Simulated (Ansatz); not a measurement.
System: sum formula AlH₂Cl (charge 0, singlet). 
Structure (B3LYP-D3(BJ)/def2-TZVP (Ansatz, an electronic-structure program) minimum search):
```
Al
H 1 1.5693
H 1 1.5693 2 124.90
Cl 1 2.1060 2 117.55 3 -180.00
```

Computed values are from Ansatz. Cores are frozen in the correlated levels unless marked. UHF or UKS for open shells. No spin-orbit coupling. Non-relativistic. CBS marks a two-point X^-3 extrapolation of the correlation energy; Hartree-Fock from the larger set (for Q and 5 zeta extrapolated as (X+1)exp(-9√X)).

```yaml
atomisation energy De: 249.3 kcal/mol at CCSD(T)/CBS(cc-pV(Q+d)Z,cc-pV(5+d)Z)
vertical electron affinity (to the doublet; negative means unbound): 0.11 eV at CCSD(T)/CBS(aug-cc-pV(T+d)Z,aug-cc-pV(Q+d)Z)
total_energy: -703.0388 Eh at CCSD(T)/CBS(cc-pV(Q+d)Z,cc-pV(5+d)Z)
dipole_moment: 1.30 D at CCSD(T)/aug-cc-pV(D+d)Z
T1 diagnostic: 0.008 at CCSD/cc-pV(5+d)Z
```
